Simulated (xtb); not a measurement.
C2H4BF2N, SMILES C=C(F)B(N)F. All values are semi-empirical tight-binding results from xtb (GFN2-xTB unless named), good for trends rather than for accurate numbers. Coordinates come from a GFN2-xTB optimisation. The structure was generated by enumeration, and PubChem lists no compound with its InChIKey, so it may never have been made. The values are those of a single conformer.

Q: Estimate the properties. (Estimate from the structure and the level; the computed values follow.)

A: 
| Item | Result |
|---|---|
| point group as xtb finds it | Cs |
| orbital gap | 4.33 eV |
| dipole moment | 4.70 D |
| zero-point energy | 41.6 kcal/mol |
| G − E(el) at 298.15 K (modified RRHO) | 22.4 kcal/mol |
| static polarisability (D4 model) | 49.2 bohr³ |
| solvation energy, GFN2-xTB/ALPB(water) | -7.6 kcal/mol |
| solvation energy, GFN2-xTB/ALPB(acetone) | -8.1 kcal/mol |

Computed IR lines (harmonic; lines under 4 % of the strongest left out, lines within 3 cm⁻¹ merged):
ν (cm⁻¹): 471 (w), 530 (w), 581 (s), 592 (m), 679 (w), 835 (w), 890 (w), 924 (w), 1130 (m), 1269 (vs), 1358 (m), 1389 (m), 1518 (s), 1659 (w), 3163 (w) (against the strongest line: vs over 80 %, s over 45 %, m over 15 %, w over 4 %, vw less)
